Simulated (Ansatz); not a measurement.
A nudged elastic band was laid between two geometries of H₉NOSi₃ (14 atoms, charge 0, multiplicity 1).

Level of theory: RKS LDA/cc-pVDZ (Ansatz).

```yaml
movable_images: 7
climbing_image: yes
spring: 5.0 eV/Å²
optimiser: quadratic models (default)
start_path: through a guess of the saddle point
force_threshold: 0.05 eV/Å
iteration_limit: 46
end_points: relaxed
```

Image 0:

```xyz
14
Properties=species:S:1:pos:R:3
O -2.065 0.458 2.050
Si -1.602 -0.477 0.731
N 0.013 -1.120 0.826
Si 1.434 -0.599 -0.067
Si 0.867 1.059 -1.608
H -1.502 1.244 2.199
H -1.608 0.312 -0.561
H -2.623 -1.580 0.755
H 0.166 -1.855 1.530
H 2.500 -0.039 0.859
H 2.069 -1.762 -0.804
H 0.260 2.267 -0.931
H -0.078 0.570 -2.679
H 2.157 1.494 -2.271
```

Image 8:

```xyz
14
Properties=species:S:1:pos:R:3
O -2.011 0.110 2.049
Si -1.209 -0.525 0.713
N 0.592 -0.502 1.009
Si 1.380 -1.346 -0.656
Si 1.193 0.816 -1.681
H -2.128 1.081 2.050
H -1.421 0.319 -0.511
H -1.596 -1.968 0.705
H 0.870 -1.007 1.868
H 0.952 0.470 1.074
H -0.091 -1.692 -1.067
H 0.927 1.795 -0.524
H 0.071 1.079 -2.670
H 2.459 1.339 -2.332
```

**Question.** Which bonds break or form, and what moves?

**Answer.** Bonds broken: Si4–H10. Bonds formed: N3–H10.

**Question.** What energy profile does the band end with?

**Answer.** The forces met the threshold. The highest image is number 4 of 0 to 8, 2.46 eV above the first end and 1.36 eV above the last; the last end lies 1.10 eV above the first. Neighbouring images differ by up to 2.0 eV, so the band resolves the path poorly. A vibrational analysis at the climbing image gives one clearly imaginary mode, 1308i cm⁻¹: a first-order saddle point. The orbitals stay closed-shell, which can raise the energy where a bond breaks towards radicals; this wasn't checked here.

```json
{"image": "0", "path coordinate (Å)": "0.00", "energy (eV)": "0.00", "Si4–H10 (Å)": "1.52", "N3–H10 (Å)": "2.71"}
{"image": "1", "path coordinate (Å)": "0.93", "energy (eV)": "0.01", "Si4–H10 (Å)": "1.52", "N3–H10 (Å)": "2.72"}
{"image": "2", "path coordinate (Å)": "1.85", "energy (eV)": "0.04", "Si4–H10 (Å)": "1.52", "N3–H10 (Å)": "2.71"}
{"image": "3", "path coordinate (Å)": "2.78", "energy (eV)": "0.50", "Si4–H10 (Å)": "1.49", "N3–H10 (Å)": "2.30"}
{"image": "4", "path coordinate (Å)": "3.71", "energy (eV)": "2.46", "Si4–H10 (Å)": "1.62", "N3–H10 (Å)": "1.40"}
{"image": "5", "path coordinate (Å)": "4.90", "energy (eV)": "1.25", "Si4–H10 (Å)": "2.48", "N3–H10 (Å)": "1.03"}
{"image": "6", "path coordinate (Å)": "6.09", "energy (eV)": "1.21", "Si4–H10 (Å)": "2.53", "N3–H10 (Å)": "1.04"}
{"image": "7", "path coordinate (Å)": "7.27", "energy (eV)": "1.17", "Si4–H10 (Å)": "2.55", "N3–H10 (Å)": "1.04"}
{"image": "8", "path coordinate (Å)": "8.46", "energy (eV)": "1.10", "Si4–H10 (Å)": "2.54", "N3–H10 (Å)": "1.04"}
```

**Question.** What is the geometry of the highest image?

**Answer.** 
```xyz
14
Properties=species:S:1:pos:R:3:forces:R:3
O -2.387 -0.138 2.056 0.00 0.00 0.00
Si -1.352 -0.183 0.737 0.00 0.00 0.01
N 0.291 -0.668 1.162 -0.01 -0.01 -0.02
Si 1.753 -0.510 -0.155 0.00 0.01 0.01
Si 0.915 0.857 -1.861 0.00 0.00 0.00
H -2.208 0.580 2.694 0.01 0.00 0.00
H -1.174 1.172 0.093 0.00 0.00 0.00
H -1.982 -1.183 -0.198 -0.01 0.00 0.00
H 0.401 -1.549 1.691 0.00 0.00 0.00
H 1.529 -0.049 1.383 0.00 0.00 0.00
H 1.874 -1.910 -0.750 0.00 0.00 0.00
H 0.744 2.281 -1.384 0.00 0.00 0.00
H -0.388 0.411 -2.492 0.00 0.00 0.00
H 1.972 0.859 -2.946 0.00 0.00 0.00
```

Time of the run: 15 min on 2 threads of AMD EPYC 7571, on a shared host, peak memory 0.23 GiB.
